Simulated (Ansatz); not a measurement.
`CS[SiH](F)[SiH3]` and `CS[SiH](F)S` differ in one atom or group.

Ansatz, PBE0-D4/def2-TZVP geometries, multiplicity 1. Each molecule was computed in one conformer, which needn't be the lowest.

| property | `CS[SiH](F)[SiH3]` |
| --- | --- |
| HOMO energy (B3LYP/def2-TZVPP) / eV | -7.10 |
| HOMO–LUMO gap (ωB97M-V/def2-TZVPP) / eV | 10.96 |
| HOMO–LUMO gap (B3LYP/def2-TZVPP) / eV | 6.55 |
| HOMO energy (PBE0/def2-TZVPP) / eV | -7.35 |
| size of the dipole moment (B3LYP/def2-TZVPP) / D | 1.50 |
| HOMO energy (ωB97M-V/def2-TZVPP) / eV | -9.55 |

Question: What does the change do to each property? (Best estimate.)

Answer: The calculation gave: 
| property | `CS[SiH](F)S` | shift |
| --- | --- | --- |
| HOMO energy (B3LYP/def2-TZVPP) / eV | -7.19 | -0.09 |
| HOMO–LUMO gap (ωB97M-V/def2-TZVPP) / eV | 11.37 | 0.41 |
| HOMO–LUMO gap (B3LYP/def2-TZVPP) / eV | 6.83 | 0.28 |
| HOMO energy (PBE0/def2-TZVPP) / eV | -7.44 | -0.09 |
| size of the dipole moment (B3LYP/def2-TZVPP) / D | 0.97 | -0.53 |
| HOMO energy (ωB97M-V/def2-TZVPP) / eV | -9.62 | -0.07 |

With PBE0 the HOMO falls by 0.09 eV and the LUMO rises by 0.26 eV, so the gap widens by about 0.35 eV. PBE moves the HOMO by -0.08 eV and ωB97M-V by -0.07 eV. Dipoles are sizes alone; their direction can turn.

B3LYP here is the variant with VWN-RPA as its local correlation; programs differ in this.
